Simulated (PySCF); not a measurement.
PySCF input:

```python
from pyscf import gto, scf, dft

mol = gto.M(
    atom='''
    Si   -0.00120168   -0.00809175   -0.00297697
    F     0.35032509   -0.58843982   -1.44903971
    F    -0.62478556   -1.25968947    0.76911027
    N    -1.19634253    1.18144038    0.05966600
    N     1.45956514    0.59101675    0.59242354
    H    -2.17303021    0.94718135    0.12433440
    H    -1.04274617    2.10722945   -0.30293993
    H     1.51516499    1.07388824    1.47327772
    H     2.34502091    0.21094924    0.30174352
    ''',
    basis='def2-tzvpd',
    charge=0,
    spin=0,
    verbose=4,
)

mf = dft.RKS(mol, xc='m062x').density_fit(auxbasis='def2-universal-jkfit')
mf.grids.level = 4
mf.conv_tol = 1e-9
mf.max_cycle = 100
mf.max_memory = 1500
mf.kernel()
if not mf.converged:
    mf = mf.newton()
    mf.kernel(mf.make_rdm1())
mf.analyze()
```

Question: Predict the final energy.

Answer: -601.34027 Eh (M06-2X/def2-TZVPD).
